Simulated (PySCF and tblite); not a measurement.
Results of a calculation; reference values are marked as such.
System: C5H8BF2N, numbered as in [F:1][B:2]([F:3])[C@H:4]1[CH2:5][CH2:6][CH:7]=[N:8][CH2:9]1.

For the inversion of the 6-membered ring (4–5–6–7–8–9): electronic barrier 4.60 kcal/mol, zero-point change -0.01 kcal/mol, thermal and entropy terms at 250 K a further 0.21 kcal/mol (symmetry numbers apart). The minimum is C1, the saddle C1. The path came from a restrained scan, a climbing-image band and a saddle search at GFN2-xTB; energies are PBE0/pcSseg-1 + D3(BJ), IEF-PCM dimethylsulfoxide//GFN2-xTB, thermal terms GFN2-xTB. Rate constants are transition-state-theory values, counting equivalent paths, without tunnelling. Run with tblite and PySCF.

Task: How many equivalent paths lead out of the minimum?

Result: 1: the symmetry number of the minimum is 1, that of the saddle displaced along its mode 1.

Task: Work out the rate at 250 K.

Result: ΔG‡ = 4.80 kcal/mol; k_B T/h = 5.2×10¹² s⁻¹; exp(−ΔG‡/RT) = 6.4×10⁻⁵; times 1 gives k = 3.3×10⁸ s⁻¹. Wigner's tunnelling factor for the 41i cm⁻¹ mode would be 1.00.
